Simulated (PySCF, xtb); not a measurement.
3,3,3-trifluoroprop-1-yne (C₃HF₃), SMILES C#CC(F)(F)F.

Harmonic wavenumbers (cm⁻¹) from GFN2-xTB in xtb 6.7.1 at its own minimum, in rising order: 153, 153, 406, 406, 493, 537, 537, 693, 693, 767, 1042, 1043, 1168, 2282, 3382.

Task: What does PBE-D3(BJ)/def2-SVP run with PySCF give at its own minimum? (An estimate is asked for; the answer gives what the named calculation found.)

Result: 175, 175, 439, 439, 526, 597, 597, 694, 694, 796, 1153, 1153, 1223, 2187, 3402. Paired by order, the mean absolute difference is 45 cm⁻¹ and the zero-point energies are 19.7 and 20.4 kcal/mol.
